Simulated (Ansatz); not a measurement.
C3H11BN2 (`CC(C)B(N)N`), 17 atoms. Charge 0, multiplicity 1. All runs use 4 threads of an Arm Neoverse V2 on a shared host. Correlated methods freeze the cores.

Give the basis size and wall time and peak host memory of each of these runs in Ansatz. RKS ωB97X-V/def2-TZVPP energy; RHF-MP2/def2-QZVPP energy; RKS PBE0-D4/def2-TZVP relaxation (14 steps); RKS B2PLYP (frozen core)/def2-TZVPP energy; RKS PBE0-D4/def2-QZVPP energy; RKS PBE0-D4/def2-TZVPP energy; RKS HSE06 (plane-wave form)-D4/def2-TZVPP energy; direct RPA on PBE orbitals/def2-TZVPP energy; RKS ωB97M-V/def2-SVP energy; RKS PBE0-D4/def2-SVP energy; RKS ωB97M-V/def2-QZVPP energy; RHF-MP2/def2-TZVPP energy. (An estimate is asked.)

The calculation gave: Other jobs shared the machine, so times are rough.

```json
{"level": "RKS PBE0-D4/def2-SVP", "job": "energy", "functions": "139", "wall time": "1.6 s", "peak host memory (GiB)": "0.78"}
{"level": "RKS PBE0-D4/def2-TZVPP", "job": "energy", "functions": "340", "wall time": "4.5 s", "peak host memory (GiB)": "0.97"}
{"level": "RKS HSE06 (plane-wave form)-D4/def2-TZVPP", "job": "energy", "functions": "340", "wall time": "5 s", "peak host memory (GiB)": "1"}
{"level": "RKS ωB97M-V/def2-SVP", "job": "energy", "functions": "139", "wall time": "6.5 s", "peak host memory (GiB)": "0.78"}
{"level": "RHF-MP2/def2-TZVPP", "job": "energy", "functions": "340", "wall time": "6.5 s", "peak host memory (GiB)": "1.2"}
{"level": "RKS B2PLYP (frozen core)/def2-TZVPP", "job": "energy", "functions": "340", "wall time": "9.5 s", "peak host memory (GiB)": "1.2"}
{"level": "RKS ωB97X-V/def2-TZVPP", "job": "energy", "functions": "340", "wall time": "12 s", "peak host memory (GiB)": "1.2"}
{"level": "direct RPA on PBE orbitals/def2-TZVPP", "job": "energy", "functions": "340", "wall time": "13 s", "peak host memory (GiB)": "1.2"}
{"level": "RKS PBE0-D4/def2-QZVPP", "job": "energy", "functions": "672", "wall time": "16 s", "peak host memory (GiB)": "2.8"}
{"level": "RKS ωB97M-V/def2-QZVPP", "job": "energy", "functions": "672", "wall time": "33 s", "peak host memory (GiB)": "3.5"}
{"level": "RHF-MP2/def2-QZVPP", "job": "energy", "functions": "672", "wall time": "56 s", "peak host memory (GiB)": "7.2"}
{"level": "RKS PBE0-D4/def2-TZVP", "job": "relaxation (14 steps)", "functions": "252", "wall time": "67 s", "peak host memory (GiB)": "0.82"}
```
